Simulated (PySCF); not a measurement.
A structure optimised at PBE-D3(BJ)/def2-TZVPD, used in a PySCF frequency run:

```xyz
5

Li     0.0000     0.0000    -1.5867
C      0.0000     0.0000     0.3866
H     -0.8834     0.5100     0.8136
H      0.8834     0.5100     0.8136
H      0.0000    -1.0201     0.8136
```
Charge 0, spin multiplicity 1.

Q: Write its SMILES, formula and point group.

A: [Li][CH3], CH3Li, C3v

Q: What are its rotational constants (standard atomic weights)?

A: 160.62, 22.819, 22.819 GHz
